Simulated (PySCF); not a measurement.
trimethylsulfonium (C3H9S), SMILES C[S+](C)C, charge +1. Geometry optimised at PBE-D3(BJ)/def2-SVP.

Computed equilibrium geometry at PBE-D3(BJ)/def2-SVP (PySCF confirms it by a frequency run) as bond lengths and angles, and its point group:
point group C3v.
Atoms: C1 S2 C3 C4 H5 H6 H7 H8 H9 H10 H11 H12 H13. Bonds (Å): C1–S2 1.812, C1–H5 1.107, C1–H6 1.107, C1–H7 1.107, S2–C3 1.812, S2–C4 1.812, C3–H8 1.107, C3–H9 1.107, C3–H10 1.107, C4–H11 1.107, C4–H12 1.107, C4–H13 1.107. Angles (°): S2–C1–H5 110.7, S2–C1–H6 107.0, S2–C1–H7 107.0, H5–C1–H6 111.3, H5–C1–H7 111.3, H6–C1–H7 109.3, C1–S2–C3 102.7, C1–S2–C4 102.7, C3–S2–C4 102.7, S2–C3–H8 110.7, S2–C3–H9 107.0, S2–C3–H10 107.0, H8–C3–H9 111.3, H8–C3–H10 111.3, H9–C3–H10 109.3, S2–C4–H11 110.7, S2–C4–H12 107.0, S2–C4–H13 107.0, H11–C4–H12 111.3, H11–C4–H13 111.3, H12–C4–H13 109.3.
Charge +1, spin multiplicity 1.
